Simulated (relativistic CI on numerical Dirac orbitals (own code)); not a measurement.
Hyperfine structure of Yb⁵⁸⁺, mass number 171

Computed by Dirac-Coulomb-Breit CI, orbitals from a KLI potential per configuration, a model potential for QED, unscaled Slater integrals (own radial code, finite nucleus).

Configurations in the expansion (outside the closed core [Ne]): 3s², 3s3p, 3p², 3s3d, 3d², 3p3d, 3p4s, 3d4s, 3s4s, 3s4p, 3s4d, 3s4f, 3s5s, 3s5p, 3s5d, 4s². Levels of other configurations are missing.

Nuclear spin I = 1/2, μ = 0.4923 μN (tables of Stone and Pyykkö). The electronic factors are computed for point nuclear moments, without core polarisation or the Bohr-Weisskopf and QED corrections.

| Level | E (10³ cm⁻¹) | A (GHz) |
| --- | --- | --- |
| 3s3p ³P°1 | 1145.5 | 3033 |
| 3s3p ³P°2 | 3316.2 | 1296 |
| 3s3p ¹P°1 | 3602.3 | -901.3 |
| 3p² ¹D2 | 4634.9 | 581.3 |
| 3p² ³P1 | 4648.4 | -150.3 |
| 3s3d ³D1 | 4931.0 | -1039 |
| 3s3d ³D2 | 5021.3 | 1043 |
| 3s3d ³D3 | 5449.7 | 805.7 |

Levels with J = 0, under 50 % of one LS term, or S terms without an open s electron are left out. Small factors come from cancelling terms and can be off by tens of per cent or more.

At this charge energies of transitions that change n are usually good to better than 1 %, and those within a shell (Δn = 0) to a few per cent.

**Question.** Give the hyperfine levels of 3s3p ³P°1 relative to its centre of gravity.

**Answer.** With K = F(F + 1) − I(I + 1) − J(J + 1), E = AK/2: F = 1/2: -3033, F = 3/2: 1517 GHz.

LS names give the leading component of a level, which can be under half, so a name can repeat, a term be missing and a line seem to break the LS rules.
